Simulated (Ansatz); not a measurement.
C$_{6}$H$_{5}$BF$_{2}$ (`FB(F)c1ccccc1`) at its PBE0-D4/def2-TZVP geometry, where that method's forces vanish. The species carries charge 0 and has multiplicity 1.

```xyz
14

F     3.0308    0.8408    0.9557
B     1.7650    1.2117    1.0658
F     1.5283    2.2891    1.7974
C     0.6261    0.4299    0.3780
C     0.9032   -0.7039   -0.3905
C    -0.1174   -1.4064   -1.0081
C    -1.4316   -0.9828   -0.8644
C    -1.7255    0.1413   -0.1047
C    -0.7026    0.8417    0.5116
H     1.9305   -1.0333   -0.5015
H     0.1079   -2.2845   -1.6022
H    -2.2319   -1.5323   -1.3476
H    -2.7528    0.4687    0.0051
H    -0.9301    1.7202    1.1055
```

Problem. What forces (eV/Å) does PBE-D4/def2-TZVPP give on these atoms in Ansatz 0.2.0? (Estimate.)

Solution. Computed: 
```
F1   0.646 -0.201 -0.065
B2  -0.335 -0.230 -0.202
F3  -0.136  0.552  0.373
C4   0.230  0.158  0.139
C5   0.195 -0.091 -0.041
C6   0.052 -0.178 -0.120
C7  -0.184 -0.126 -0.111
C8  -0.207  0.071  0.026
C9  -0.078  0.171  0.112
H10  0.224 -0.072 -0.025
H11  0.049 -0.196 -0.133
H12 -0.177 -0.121 -0.107
H13 -0.230  0.072  0.024
H14 -0.050  0.192  0.129
```
